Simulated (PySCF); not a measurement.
Distorted geometries of [La4O4]4+

[La4O4]4+ (singlet). PySCF 2.14.0, RKS PBE0, La lcecp-1-SVP with ECP46, O def2-SVP; non-relativistic Hamiltonian with scalar-relativistic core potentials where named; density fitting; no spin-orbit coupling. Relaxed geometry:

```xyz
8

La    1.2840    1.2840    1.2840
La    1.2840   -1.2840   -1.2840
La   -1.2840    1.2840   -1.2840
La   -1.2840   -1.2840    1.2840
O     0.9835    0.9835   -0.9835
O     0.9835   -0.9835    0.9835
O    -0.9835    0.9835    0.9835
O    -0.9835   -0.9835   -0.9835
```

Q: Order these distorted geometries by energy above the relaxed one, lowest first.
A.
```xyz
8

La    1.1814    1.3727    1.1806
La    1.4729   -1.0760   -1.3676
La   -1.3856    1.2466   -1.3969
La   -1.3158   -1.4347    1.4925
O     1.0321    0.7431   -1.0421
O     0.8686   -0.9532    1.1762
O    -0.7847    1.0075    0.9344
O    -1.0688   -0.9060   -0.9772
```
B.
```xyz
8

La    1.3155    1.3252    1.2728
La    1.2916   -1.3251   -1.2798
La   -1.3378    1.2419   -1.2862
La   -1.2550   -1.2777    1.2479
O     0.9973    1.0013   -0.9384
O     0.9688   -0.9930    1.0142
O    -0.9707    0.9835    0.9607
O    -1.0097   -0.9563   -0.9912
```
C.
```xyz
8

La    0.9380    1.2009    1.2669
La    1.1242   -1.2713   -1.2015
La   -1.0560    1.2258   -1.5130
La   -1.4197   -1.3674    1.2775
O     1.0982    1.0647   -0.8077
O     1.3023   -1.1471    0.9993
O    -0.9765    1.1823    1.1474
O    -1.0105   -0.8878   -1.1689
```

A: B (0.12 eV), A (2.26 eV), C (4.46 eV).

Q: Which forces (eV/Å) act in the one that lies 4.46 eV up?

A: 
```
La   9.67  2.72  5.97
La   5.05 -1.96 -0.82
La  -1.42  3.42 -0.50
La   0.65  0.87 -0.12
O   -1.67 -1.08 -3.77
O   -4.02  0.13 -0.73
O   -6.86 -3.20 -2.17
O   -1.40 -0.91  2.14
```
Forces carry noise of the integration grid, about 0.01 to 0.03 eV/Å.
